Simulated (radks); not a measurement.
The carbon ion C4+, 2 electrons, occupied as [He].

Method: non-relativistic Kohn-Sham, BLYP, spin-unpolarised, spherical densities, point nucleus; computed with a radial shooting solver on a logarithmic mesh with Libxc functionals.

Energy parts (eV):
| part | energy |
|---|---|
| total | -881.367 |
| kinetic | 880.047 |
| electron-nucleus | -1856.292 |
| Hartree | 191.392 |
| exchange-correlation | -96.514 |

Orbitals (lengths in bohr, moments of r in powers of bohr; <r^-3> diverges for s and p1/2; r(90%) holds 90 % of the orbital's charge):
orbital  occ.  eigenvalue (eV)  <1/r>  r(90%)  <r^-3>    <r^4>
1s          2        -358.2041  5.685   0.480       -  0.02461

The highest occupied level is 1s at -358.20 eV. Summed over all electrons, <r^2> = 0.1941 bohr^2, which gives a Langevin (diamagnetic) susceptibility term of -0.154 x 10^-6 cm^3/mol. The density falls to 0.001 e/bohr^3 at r = 1.06 bohr. For comparison, the ionisation energy in NIST's Atomic Spectra Database is 392.09 eV (theoretical). In exact Kohn-Sham theory the highest level is minus the ionisation energy, but local and semilocal functionals leave it too shallow, through self-interaction and a potential that decays too fast; potentials with the right tail come closer. The electron density at the nucleus is 124 e/bohr^3. Virial ratio -V/T = 2.00150.
